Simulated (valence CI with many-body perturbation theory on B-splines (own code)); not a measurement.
# Which ion has this spectrum?

A relativistic CI+MBPT calculation for an atom or ion with 24 electrons gives these levels (eV):

```
J  Parity       E     g
4    even   0.000  1.25
2    even   7.200  1.27
0    even  23.545      
3    even  50.532  1.35
4    even  52.238  1.17
1    even  55.083  1.29
6    even  59.673  1.10
5    even  59.701  1.12
2    even  66.004  0.97
3    even  67.336  1.06
0    even  76.426      
4    even  80.043  1.04
2    even  80.463  1.11
1    even  80.777  1.18
```

The energies are calculated, and their last digits are not significant.

Q: Which is it?
A. Ta49+
B. Tm45+
C. Er44+
D. Lu47+

A: D. Lu47+, ground level (3d3/2^4 3d5/2^2) J=4.
